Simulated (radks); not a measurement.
Task: Species: Bi. Configuration: [Hg] 6p3 (the NIST ground configuration). Calculated with a radial shooting solver on a logarithmic mesh with Libxc functionals: Dirac Kohn-Sham, BLYP, spin-unpolarised, spherical densities, point nucleus; open shells are shared between the two j in proportion to 2j + 1; speed of light set to 274.072 atomic units (2 times the physical value, a model run).

Spin-orbit splittings of the eigenvalues, e(l+1/2) - e(l-1/2), with zeta = 2 splitting/(2l+1) and mean radii in bohr:

shell  occ.  splitting (eV)  zeta (eV)  <r> j=l-1/2  <r> j=l+1/2
2p        6               ?          ?      0.06217      0.06426
3p        6           105.1      70.05       0.1781       0.1818
3d       10           27.07      10.83       0.1582       0.1594
4p        6           25.56      17.04       0.4117       0.4196
4d       10           5.838      2.335       0.4229       0.4256
4f       14           1.443     0.4124       0.4332       0.4347
5p        6           4.905      3.270       0.9646       0.9851
5d       10          0.7592     0.3037        1.213        1.223
6p        3          0.3831     0.2554        3.044        3.145

Estimate the 2p splitting.

Result: 475.4 eV (zeta = 316.9 eV).
